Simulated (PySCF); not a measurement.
F$_{3}$Ge, doublet, geometry from GFN2-xTB; DF-REVPBE/cc-pVDZ in PySCF.

PySCF was given this input:
```python
from pyscf import gto, scf, dft

mol = gto.M(
    atom='''
F    -1.03403418   -1.26232646   -0.41313589
Ge    0.00285560    0.00944545    0.38125035
F     1.59592010   -0.27814980   -0.45721742
F    -0.57203918    1.50689244   -0.48520348
''',
    basis='cc-pvdz',
    spin=1,
    verbose=4,
)

mf = dft.UKS(mol)
mf.xc = 'revpbe'
mf = mf.density_fit(auxbasis='def2-universal-jkfit')
mf.kernel()
```

### Question
What does PySCF print? Leave out banner, timings and long lists.

### Answer

```
PySCF version 2.14.0

[INPUT] verbose = 4
[INPUT] num. atoms = 4
[INPUT] num. electrons = 59
[INPUT] charge = 0
[INPUT] spin (= nelec alpha-beta = 2S) = 1
[INPUT] symmetry False subgroup None
[INPUT] Mole.unit = angstrom
[INPUT] Symbol           X                Y                Z      unit          X                Y                Z       unit  Magmom
[INPUT]  1 F     -1.034034180000  -1.262326460000  -0.413135890000 AA   -1.954041403639  -2.385451289192  -0.780713684328 Bohr   0.0
[INPUT]  2 Ge     0.002855600000   0.009445450000   0.381250350000 AA    0.005396301921   0.017849313623   0.720458746395 Bohr   0.0
[INPUT]  3 F      1.595920100000  -0.278149800000  -0.457217420000 AA    3.015851905688  -0.525626943603  -0.864015703180 Bohr   0.0
[INPUT]  4 F     -0.572039180000   1.506892440000  -0.485203480000 AA   -1.080997382721   2.847614010778  -0.916901691886 Bohr   0.0

nuclear repulsion = 296.577782275418
number of shells = 21
number of NR pGTOs = 155
number of NR cGTOs = 69
basis = cc-pvdz
ecp = {}

******** <class 'pyscf.df.df_jk.DFUKS'> ********
method = DFUKS
initial guess = minao
damping factor = 0
level_shift factor = 0
DIIS = <class 'pyscf.scf.diis.CDIIS'>
diis_start_cycle = 1
diis_space = 8
diis_damp = 0
SCF conv_tol = 1e-09
SCF conv_tol_grad = None
SCF max_cycles = 50
direct_scf = False
number electrons alpha = 30  beta = 29
XC library pyscf.dft.libxc version 7.1.2
    S. Lehtola, C. Steigemann, M. J. T. Oliveira, and M. A. L. Marques,  SoftwareX 7, 1–5 (2018)
XC functionals = revpbe
    Y. Zhang and W. Yang,  Phys. Rev. Lett. 80, 890 (1998)
    J. P. Perdew, K. Burke, and M. Ernzerhof,  Phys. Rev. Lett. 77, 3865 (1996)
    J. P. Perdew, K. Burke, and M. Ernzerhof,  Phys. Rev. Lett. 78, 1396 (1997)
radial grids:
    Treutler-Ahlrichs [JCP 102, 346 (1995); DOI:10.1063/1.469408] (M4) radial grids

becke partition: Becke, JCP 88, 2547 (1988); DOI:10.1063/1.454033
pruning grids: <function nwchem_prune>
grids dens level: 3
symmetrized grids: False
atomic radii adjust function: <function treutler_atomic_radii_adjust>
small_rho_cutoff = 0
Set gradient conv threshold to 3.16228e-05
tot grids = 63432
init E= -2375.77775409304

cycle= 1 E= -2376.03284517139  delta_E= -0.255  |g|= 0.817  |ddm|= 1.19
cycle= 2 E= -2373.84088769777  delta_E= 2.19  |g|= 2.43  |ddm|= 2.08
cycle= 3 E= -2376.30341039579  delta_E= -2.46  |g|= 0.0633  |ddm|= 1.71
cycle= 4 E= -2376.30387941087  delta_E= -0.000469  |g|= 0.0564  |ddm|= 0.126
cycle= 5 E= -2376.30574752016  delta_E= -0.00187  |g|= 0.00508  |ddm|= 0.0547
cycle= 6 E= -2376.3057599482  delta_E= -1.24e-05  |g|= 0.00136  |ddm|= 0.00549
cycle= 7 E= -2376.30575939473  delta_E= 5.53e-07  |g|= 0.00194  |ddm|= 0.00224
cycle= 8 E= -2376.30576083469  delta_E= -1.44e-06  |g|= 0.000275  |ddm|= 0.00147
cycle= 9 E= -2376.30576086953  delta_E= -3.48e-08  |g|= 4.51e-05  |ddm|= 0.000274
cycle= 10 E= -2376.30576087062  delta_E= -1.09e-09  |g|= 1.08e-05  |ddm|= 5.73e-05
cycle= 11 E= -2376.30576087067  delta_E= -5.5e-11  |g|= 3.75e-06  |ddm|= 1.26e-05
Extra cycle  E= -2376.30576087063  delta_E= 4.64e-11  |g|= 1.08e-05  |ddm|= 9.7e-06
converged SCF energy = -2376.30576087063  <S^2> = 0.75187133  2S+1 = 2.0018705
```
